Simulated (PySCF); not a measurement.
AlFH4O3Si, SMILES [Al]([OH])([O][SiH2]F)[OH].

Geometry optimised at TPSSh-D3(BJ)/def2-SVP. The structure was generated by enumeration; whether it is a known compound was not checked. One conformer was computed; it need not be the lowest.

Two levels are set side by side: PBE/def2-TZVP (PySCF) and M06-2X/def2-TZVP (PySCF). Same geometry, gas phase. Differences are taken from unrounded values.

```
quantity                     M06-2X    PBE  PBE minus M06-2X
---------------------------  ------  -----  ----------------
orbital gap (eV)              10.18   5.81             -4.37
highest occupied level (eV)  -10.37  -7.43              2.94
lowest empty level (eV)       -0.19  -1.62             -1.43
dipole moment (D)              1.90   1.90              0.00
mean polarisability (bohr³)    51.2   56.7               5.6
```

Without exact exchange PBE keeps part of each electron's self-repulsion, which lifts occupied levels and narrows the gap. PBE's more diffuse valence density responds more strongly to a field. Differences between two approximate levels are no errors against the true value.

Rough cost on one machine, each run with all the roots and properties that it gave: M06-2X against PBE about 3 times.
